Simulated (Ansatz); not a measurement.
Ansatz results at the PBE0-D4/def2-TZVP geometry: HOMO–LUMO gap (PBE0/def2-TZVPP) 6.63 eV; size of the dipole moment (ωB97M-V/def2-TZVPP) 1.79 D; size of the dipole moment (PBE/def2-TZVPP) 1.61 D.

**Question.** Which molecule gave them?
A. `ClC1=CB1`
B. `BrC1BO1`
C. `OCCCCl`
D. `[SiH3]B[SiH2][SiH3]`

**Answer.** B. The others give `OCCCCl`: 8.80, 1.46, 1.43; `ClC1=CB1`: 7.64, 0.97, 0.93; `[SiH3]B[SiH2][SiH3]`: 4.92, 0.47, 0.50.
